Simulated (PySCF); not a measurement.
**VSF₃: one-bond stretch**

Computed with PBE in PySCF with V def2-SVP, S def2-SVP, F def2-SVP; no relativity; density-fitted integrals.

Rigid scan from the singlet minimum (V–F 1.714 Å (×3), V–S 2.019 Å; F–V–F 110.0° (×3), F–V–S 108.9° (×3)). Coordinate: the bond from V to the last atom (F) scaled, the rest fixed. Energies in kJ/mol from the minimum.

(1) Predict the curve at 0.92, 0.96, 1.00, 1.05, 1.12, 1.20, 1.35, 1.55, 1.80, 2.20.

## Answers

(1) 
```
scale of one bond  E (kJ/mol)  dipole size (D)
             0.92        36.4             0.79
             0.96         8.0             0.37
             1.00         0.0             0.02
             1.05         9.2             0.45
             1.12        42.8             0.99
             1.20        95.1             1.52
             1.35       200.9             2.33
             1.55       325.9                –
             1.80       440.1                –
             2.20       543.9                –
```

At long bonds a restricted determinant can lie too high, and another spin state can fall below this curve.

Other isomers or separated fragments may lie lower.
